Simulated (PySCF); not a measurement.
A structure optimised at B3LYP-D3(BJ)/def2-SVP, used in a PySCF frequency run:

```xyz
11

N      1.9307    -0.0190    -0.6595
Sn     0.0000     0.0000    -0.0192
N     -0.9489     1.6815    -0.6595
N     -0.9818    -1.6625    -0.6595
F      0.0000     0.0000     1.9456
H      2.5760    -0.3231     0.0706
H      2.2260     0.9077    -0.9701
H     -1.8991     1.4740    -0.9701
H     -1.0082     2.3924     0.0706
H     -0.3270    -2.3816    -0.9701
H     -1.5678    -2.0693     0.0706
```

Task: Write its SMILES, formula and point group.

Result: [NH2][Sn]([NH2])([NH2])[F], FH₆N₃Sn, C3

Task: What are its rotational constants (standard atomic weights)?

Result: 2.6563, 2.6563, 2.5982 GHz
